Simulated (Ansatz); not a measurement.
Molecule: C6H13S, net charge 1, singlet state. It need not be the lowest isomer of its formula. 
Geometry from a B3LYP-D3(BJ)/def2-TZVP (Ansatz, an electronic-structure program) optimisation:
```xyz
20

C     -2.1857    -0.6715     0.3314
C     -1.8951     0.7830    -0.0350
C     -0.4468     1.1711     0.3021
C      0.4962     0.1974    -0.3860
C      0.2554    -1.2624    -0.0088
C     -1.2005    -1.6236    -0.3437
S      2.2961     0.5737    -0.0126
H     -2.1290    -0.7945     1.4176
H     -3.2051    -0.9287     0.0428
H     -2.0703     0.9404    -1.1033
H     -2.5661     1.4600     0.4945
H     -0.2458     2.1975    -0.0116
H     -0.2989     1.1176     1.3853
H      0.4773     0.3208    -1.4723
H      0.9440    -1.9232    -0.5380
H      0.4220    -1.3945     1.0651
H     -1.3364    -1.5940    -1.4287
H     -1.3794    -2.6536    -0.0341
H      2.2232     0.5872     1.3368
H      2.2863     1.9227    -0.1117
```
Charge +1, spin multiplicity 1.

Total electronic energies in hartree. Cores are frozen in the correlated levels unless marked. Spin-orbit coupling is left out. No relativistic terms. Basis-set limits of correlation are two-point, X^-3; Hartree-Fock from the larger set. The bracket is a focal-point correction in the basis named.

```csv
level,program,energy (Eh)
HF/6-31G,Ansatz,-631.87927
HF/cc-pwCVTZ,Ansatz,-632.16258
BLYP-D4/def2-TZVPD,Ansatz + dftd4,-634.37126
B97M-V/def2-TZVPD,Ansatz,-634.39259
PBE0/6-31G*,Ansatz,-633.94193
PBE0-D3(BJ)/def2-TZVPD,Ansatz + dftd3,-634.07735
r2SCAN0-D4/def2-TZVPD,Ansatz + dftd4,-634.29697
HSE06-D3(BJ)/def2-TZVPD,Ansatz + dftd3,-634.05071
MP2/STO-3G,Ansatz,-625.38903
MP2/cc-pwCVTZ,Ansatz,-633.38637
CCSD/cc-pV(D+d)Z,Ansatz,-633.15975
CCSD/cc-pwCVTZ,Ansatz,-633.45846
CCSD(T)/6-31G,Ansatz,-632.57811
CCSD(T)/cc-pV(D+d)Z,Ansatz,-633.19520
"RI-MP2/CBS(cc-pV(T+d)Z,cc-pV(Q+d)Z)+[CCSD(T)-MP2]/cc-pV(T+d)Z",Ansatz,-633.6506
```

Totals of different functionals don't rank their quality; only differences between species are comparable.
